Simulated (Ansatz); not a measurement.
Molecular dynamics of CH3FSSi

input.yaml

```yaml
crystal:
  periodic: [false, false, false]
  atoms:
    - { symbol: F, position_ang: [-0.339812, 0.733164, -1.921224] }
    - { symbol: Si, position_ang: [0.084082, 0.702758, -0.326551] }
    - { symbol: C, position_ang: [-0.153933, -1.035399, 0.367732] }
    - { symbol: S, position_ang: [0.218127, -1.252525, 1.935071] }
    - { symbol: H, position_ang: [1.523623, 1.078155, -0.2211] }
    - { symbol: H, position_ang: [-0.804091, 1.649208, 0.408249] }
    - { symbol: H, position_ang: [-0.528006, -1.875351, -0.242197] }
basis:
  gaussian: { orbitals: cc-pVDZ }
hamiltonian:
  xc: pbe0
  dispersion: d4
md:
  timestep: 0.25
  n_steps: 100
  ensemble: nve
  temperature: 1000.0
  initial_velocities: maxwell_boltzmann
  seed: 464885
scf:
  lower_state_search: "off"
```

Launched with:

```bash
$ ansatz run input.yaml --threads 1 --pin off --max-ram 2048MiB --backend cpu --events-out ev --progress --plain --runs-dir out
```

It starts from a relaxed structure.

Output, in part (one step line in 4, the closing report, with atoms numbered from 0):

```
md step     0: t =     0.00 fs  T =  1000.0 K  F+E_penalty+E_count = -22505.33489392 eV  E_kin = 0.646300 eV  conserved = -22504.68859393 eV  (14 SCF iters)
md step     4: t =     1.00 fs  T =   963.1 K  F+E_penalty+E_count = -22505.31095270 eV  E_kin = 0.622437 eV  conserved = -22504.68851558 eV  (16 SCF iters)
md step     8: t =     2.00 fs  T =   875.4 K  F+E_penalty+E_count = -22505.25413907 eV  E_kin = 0.565739 eV  conserved = -22504.68839964 eV  (16 SCF iters)
md step    12: t =     3.00 fs  T =   778.2 K  F+E_penalty+E_count = -22505.19130226 eV  E_kin = 0.502972 eV  conserved = -22504.68833045 eV  (16 SCF iters)
md step    16: t =     4.00 fs  T =   698.8 K  F+E_penalty+E_count = -22505.13991882 eV  E_kin = 0.451606 eV  conserved = -22504.68831314 eV  (15 SCF iters)
md step    20: t =     5.00 fs  T =   645.4 K  F+E_penalty+E_count = -22505.10545076 eV  E_kin = 0.417139 eV  conserved = -22504.68831178 eV  (16 SCF iters)
md step    24: t =     6.00 fs  T =   619.0 K  F+E_penalty+E_count = -22505.08838289 eV  E_kin = 0.400060 eV  conserved = -22504.68832338 eV  (16 SCF iters)
md step    28: t =     7.00 fs  T =   614.5 K  F+E_penalty+E_count = -22505.08552955 eV  E_kin = 0.397166 eV  conserved = -22504.68836380 eV  (16 SCF iters)
md step    32: t =     8.00 fs  T =   617.3 K  F+E_penalty+E_count = -22505.08739391 eV  E_kin = 0.398974 eV  conserved = -22504.68841948 eV  (16 SCF iters)
md step    36: t =     9.00 fs  T =   608.9 K  F+E_penalty+E_count = -22505.08199167 eV  E_kin = 0.393554 eV  conserved = -22504.68843731 eV  (16 SCF iters)
md step    40: t =    10.00 fs  T =   585.6 K  F+E_penalty+E_count = -22505.06682154 eV  E_kin = 0.378443 eV  conserved = -22504.68837879 eV  (16 SCF iters)
md step    44: t =    11.00 fs  T =   569.5 K  F+E_penalty+E_count = -22505.05634472 eV  E_kin = 0.368049 eV  conserved = -22504.68829538 eV  (16 SCF iters)
md step    48: t =    12.00 fs  T =   589.3 K  F+E_penalty+E_count = -22505.06918840 eV  E_kin = 0.380887 eV  conserved = -22504.68830123 eV  (16 SCF iters)
md step    52: t =    13.00 fs  T =   641.5 K  F+E_penalty+E_count = -22505.10303797 eV  E_kin = 0.414618 eV  conserved = -22504.68841951 eV  (16 SCF iters)
md step    56: t =    14.00 fs  T =   683.2 K  F+E_penalty+E_count = -22505.13007234 eV  E_kin = 0.441537 eV  conserved = -22504.68853555 eV  (16 SCF iters)
md step    60: t =    15.00 fs  T =   671.6 K  F+E_penalty+E_count = -22505.12258996 eV  E_kin = 0.434047 eV  conserved = -22504.68854338 eV  (16 SCF iters)
md step    64: t =    16.00 fs  T =   601.9 K  F+E_penalty+E_count = -22505.07745388 eV  E_kin = 0.389000 eV  conserved = -22504.68845401 eV  (16 SCF iters)
md step    68: t =    17.00 fs  T =   505.4 K  F+E_penalty+E_count = -22505.01501306 eV  E_kin = 0.326669 eV  conserved = -22504.68834435 eV  (16 SCF iters)
md step    72: t =    18.00 fs  T =   422.8 K  F+E_penalty+E_count = -22504.96151503 eV  E_kin = 0.273237 eV  conserved = -22504.68827769 eV  (16 SCF iters)
md step    76: t =    19.00 fs  T =   379.4 K  F+E_penalty+E_count = -22504.93345209 eV  E_kin = 0.245177 eV  conserved = -22504.68827513 eV  (16 SCF iters)
md step    80: t =    20.00 fs  T =   376.8 K  F+E_penalty+E_count = -22504.93182740 eV  E_kin = 0.243506 eV  conserved = -22504.68832098 eV  (16 SCF iters)
md step    84: t =    21.00 fs  T =   398.5 K  F+E_penalty+E_count = -22504.94592243 eV  E_kin = 0.257546 eV  conserved = -22504.68837674 eV  (16 SCF iters)
md step    88: t =    22.00 fs  T =   424.2 K  F+E_penalty+E_count = -22504.96258461 eV  E_kin = 0.274172 eV  conserved = -22504.68841286 eV  (16 SCF iters)
md step    92: t =    23.00 fs  T =   440.2 K  F+E_penalty+E_count = -22504.97291950 eV  E_kin = 0.284479 eV  conserved = -22504.68844085 eV  (16 SCF iters)
md step    96: t =    24.00 fs  T =   436.3 K  F+E_penalty+E_count = -22504.97045642 eV  E_kin = 0.281988 eV  conserved = -22504.68846863 eV  (15 SCF iters)
md step   100: t =    25.00 fs  T =   405.3 K  F+E_penalty+E_count = -22504.95041038 eV  E_kin = 0.261960 eV  conserved = -22504.68845055 eV  (15 SCF iters)
Total energy: -22504.95043489 eV, -827.0416740787 hartree
Atom 0 at    -0.376522     0.864241    -2.026048 Å, force    -0.352612    -0.647528    -0.437667 eV/Å
Atom 1 at     0.067830     0.729474    -0.460843 Å, force     1.639287    -0.643552     1.151549 eV/Å
Atom 2 at    -0.046904    -1.021050     0.486173 Å, force    -0.001539     0.757638    -0.101074 eV/Å
Atom 3 at     0.200493    -1.365240     2.083526 Å, force    -0.206749     0.617570    -1.485493 eV/Å
Atom 4 at     1.533142     1.109326    -0.454611 Å, force    -0.212719    -0.244411     0.011760 eV/Å
Atom 5 at    -0.654349     1.760508     0.220611 Å, force    -0.816555     0.709306     0.732231 eV/Å
Atom 6 at    -0.257027    -1.818679    -0.236719 Å, force    -0.049112    -0.549023     0.128693 eV/Å
Dipole moment:    -0.026114    -0.044285    -0.039862 e Å
```

The run went to its last step. The conserved energy stayed within 0.047 meV per atom of its start (net change 0.02 meV per atom), so the integration is sound. A run of 0.025 ps of so small a system gives no equilibrium averages.

The same pairs are bonded in the first frame and the last. Pairs count as bonded within 1.25 times the sum of covalent radii (0.12 Å more for H–H).

Last frame:

```xyz
7
Properties=species:S:1:pos:R:3
F -0.377 0.864 -2.026
Si 0.068 0.730 -0.461
C -0.047 -1.021 0.486
S 0.201 -1.365 2.083
H 1.533 1.109 -0.455
H -0.654 1.760 0.221
H -0.257 -1.819 -0.237
```

Time of the run: 6 min on 1 thread of Arm Neoverse N1, with other jobs on the host, peak memory 0.14 GiB.
